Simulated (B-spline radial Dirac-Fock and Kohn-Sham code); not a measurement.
# How the settings move the core levels of C

ΔSCF core binding energies without Breit or QED terms, calculated with a radial atomic solver. Keys: rel is the Hamiltonian (dirac, or spin-free x2c and nr, where L3 and M5 stand for the whole 2p and 3d shells), method is hf or an exchange,correlation pair (spin-unpolarised, also for the hole states), nuc the nuclear model, radius_factor scales its radius, rmax is the box in bohr, h the logarithmic mesh step, order the B-spline order, points the quadrature points per cell, c_factor scales the speed of light, and damp, ndamp, maxit and tol steer the iteration. The run stops when the commutator error falls below 10·tol·max(1, Z/10), or the numerical noise floor, and the energy has settled to about 1e-8 Ha; the virial ratio is −V/T.

Base input:

```json
{"items": [{"Z": 6, "q": 0, "cfg": [[1, 0, 2], [2, 0, 2], [2, 1, 2]], "A": 12, "rrms": 2.4702, "do": "settings", "holes": ["K", "L3", "M5"],
  "settings": [{"rel": "dirac", "method": "hf", "nuc": "fermi", "radius_factor": 1.0, "rmax": 45.0, "h": 0.3, "order": 8, "points": 10, "c_factor": 1.0, "maxit": 60, "damp": 0.5, "ndamp": 3, "tol": 1e-08}]}]}
```

The ground state converged in 10 iterations, with total energy -37.67604 Ha, virial ratio 1.99913 and highest orbital energy -11.07 eV. ΔSCF binding energies: K (1s) 297.1 eV. Holes are computed only in closed shells, and unreliable hole states are left out.

Changes from the base run:

```
                                changed setting  Δ total energy (Ha)  Δ K (eV)  iterations
                             method = "pbe,pbe"             -0.08877     +7.30          10
   method = "pw91,pw91"; h = 0.12; tol = 0.0001                    ?         ?           ?
                                    rel = "x2c"             +0.00133     -0.03          10
                                     damp = 0.2              0.00000      0.00           9
                                 nuc = "sphere"              0.00000      0.00          10
                                      order = 7              0.00000      0.00          10
                                       h = 0.12              0.00000      0.00          10
method = "pw91,pw91"; rmax = 25.0; tol = 0.0001             -0.12107     +7.63           8
                           method = "pw91,pw91"             -0.12107     +7.63           9
              rel = "x2c"; h = 0.5; tol = 1e-06             +0.00139     -0.03           9
                                      order = 5              0.00000      0.00          10
                                 c_factor = 0.8             -0.00921     +0.07          10
   method = "pbe,pbe"; rmax = 30.0; tol = 1e-06             -0.08877     +7.30           8
                            radius_factor = 1.2              0.00000      0.00          10
```

Problem. What does the change method = "pw91,pw91"; h = 0.12; tol = 0.0001 do?

Solution. The total energy moves by -0.12107 Ha and the binding energies by K +7.63 eV; the run takes 8 iterations.
